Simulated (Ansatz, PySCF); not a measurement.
C3H4FNSi, SMILES F[Si@H]1C=CC=N1. Atoms are numbered in the order given.

```xyz
10

F      1.9104     0.1667    -0.8463
Si     0.7887    -0.1768     0.2750
C     -0.3829     1.2446     0.6279
C     -1.5934     0.7643     0.2932
C     -1.5659    -0.6486    -0.2545
N     -0.4547    -1.2669    -0.3639
H      1.4938    -0.7487     1.4441
H     -0.2348     2.2460     1.0380
H     -2.5405     1.3080     0.3860
H     -2.5171    -1.1237    -0.5540
```
Charge 0, spin multiplicity 1.

The structure is a stationary point at ωB97X-D3(BJ)/def2-SVP. The structure was generated by enumeration; whether it is a known compound was not checked.

Vertical ionisation energy (IE) and electron affinity (EA) in eV. Rows of orbital energies are one-electron estimates. Where ΔSCF, EOM or ADC give a negative EA the extra electron is unbound and the value depends on the basis.

```json
[
 {"level": "−ε(HOMO), −ε(LUMO), B3LYP/def2-TZVP (PySCF)", "IE": "7.41", "EA": "2.58"},
 {"level": "−ε(HOMO), −ε(LUMO), PBE/def2-TZVP (PySCF)", "IE": "___", "EA": "___"},
 {"level": "ΔSCF, CAM-B3LYP/def2-SVPD (Ansatz), final states of multiplicity 2 and 2", "IE": "9.88", "EA": "0.50"},
 {"level": "ΔSCF, PBE/def2-SVPD (Ansatz), final states of multiplicity 2 and 2", "IE": "9.64", "EA": "0.60"}
]
```

### Question
Some entries are withheld; supply them. (An estimate is asked for; the answer gives what the named calculation found.)

### Answer

- −ε(HOMO), −ε(LUMO), PBE/def2-TZVP (PySCF), IE: 6.20
- −ε(HOMO), −ε(LUMO), PBE/def2-TZVP (PySCF), EA: 3.34

### Question
What vertical singlet–triplet gap does ΔSCF give with CAM-B3LYP/def2-SVPD (Ansatz, a program for electronic structure) and with PBE/def2-SVPD (Ansatz)? (The exact figures need the calculation; the answer reports its results.)

### Answer
3.10 and 2.87 eV (triplet above singlet where positive).
